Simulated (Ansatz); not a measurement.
K₆⁻. The state is a doublet with charge -1. Geometry r2SCAN/def2-SVPD.

```csv
atom,x (Å),y (Å),z (Å)
K1,-2.844,-1.037,-1.244
K2,2.849,1.066,1.211
K3,-1.708,2.489,1.261
K4,-0.415,-1.378,2.815
K5,0.430,1.377,-2.809
K6,1.688,-2.517,-1.234
```

HSE06 is defined as in plane-wave codes, on full-range PBE exchange. At r2SCAN/def2-TZVPD the charge -1 doublet is spin-contaminated (final ⟨S²⟩ up to 1.16, 0.75 for a pure state). Another isomer (doublet) lies 0.02 eV lower at r2SCAN/def2-TZVPD; other spin states weren't run for this one.

**Question.** Estimate the α-spin orbital energies around the gap (eV) in Ansatz with PBE/def2-TZVPD, r2SCAN/def2-TZVPD, PBE0/def2-TZVPD, HSE06/def2-TZVPD.

**Answer.** 
```json
{"orbital": "HOMO−5", "PBE/def2-TZVPD": "-15.80", "r2SCAN/def2-TZVPD": "-16.56", "PBE0/def2-TZVPD": "-17.86", "HSE06/def2-TZVPD": "-17.46"}
{"orbital": "HOMO−4", "PBE/def2-TZVPD": "-15.79", "r2SCAN/def2-TZVPD": "-16.55", "PBE0/def2-TZVPD": "-17.85", "HSE06/def2-TZVPD": "-17.45"}
{"orbital": "HOMO−3", "PBE/def2-TZVPD": "-1.01", "r2SCAN/def2-TZVPD": "-1.11", "PBE0/def2-TZVPD": "-1.62", "HSE06/def2-TZVPD": "-1.23"}
{"orbital": "HOMO−2", "PBE/def2-TZVPD": "-0.14", "r2SCAN/def2-TZVPD": "-0.31", "PBE0/def2-TZVPD": "-0.50", "HSE06/def2-TZVPD": "-0.23"}
{"orbital": "HOMO−1", "PBE/def2-TZVPD": "-0.05", "r2SCAN/def2-TZVPD": "-0.09", "PBE0/def2-TZVPD": "-0.35", "HSE06/def2-TZVPD": "-0.10"}
{"orbital": "HOMO", "PBE/def2-TZVPD": "-0.05", "r2SCAN/def2-TZVPD": "-0.07", "PBE0/def2-TZVPD": "-0.34", "HSE06/def2-TZVPD": "-0.09"}
{"orbital": "LUMO", "PBE/def2-TZVPD": "0.68", "r2SCAN/def2-TZVPD": "0.71", "PBE0/def2-TZVPD": "0.99", "HSE06/def2-TZVPD": "0.73"}
{"orbital": "LUMO+1", "PBE/def2-TZVPD": "0.69", "r2SCAN/def2-TZVPD": "0.76", "PBE0/def2-TZVPD": "1.00", "HSE06/def2-TZVPD": "0.74"}
{"orbital": "LUMO+2", "PBE/def2-TZVPD": "0.81", "r2SCAN/def2-TZVPD": "0.87", "PBE0/def2-TZVPD": "1.11", "HSE06/def2-TZVPD": "0.86"}
{"orbital": "LUMO+3", "PBE/def2-TZVPD": "0.93", "r2SCAN/def2-TZVPD": "0.91", "PBE0/def2-TZVPD": "1.20", "HSE06/def2-TZVPD": "0.95"}
{"orbital": "LUMO+4", "PBE/def2-TZVPD": "0.97", "r2SCAN/def2-TZVPD": "0.97", "PBE0/def2-TZVPD": "1.25", "HSE06/def2-TZVPD": "1.00"}
{"orbital": "LUMO+5", "PBE/def2-TZVPD": "0.98", "r2SCAN/def2-TZVPD": "0.98", "PBE0/def2-TZVPD": "1.26", "HSE06/def2-TZVPD": "1.01"}
{"orbital": "β HOMO", "PBE/def2-TZVPD": "-0.02", "r2SCAN/def2-TZVPD": "-0.07", "PBE0/def2-TZVPD": "-0.33", "HSE06/def2-TZVPD": "-0.07"}
{"orbital": "β LUMO", "PBE/def2-TZVPD": "0.22", "r2SCAN/def2-TZVPD": "0.41", "PBE0/def2-TZVPD": "0.59", "HSE06/def2-TZVPD": "0.30"}
```
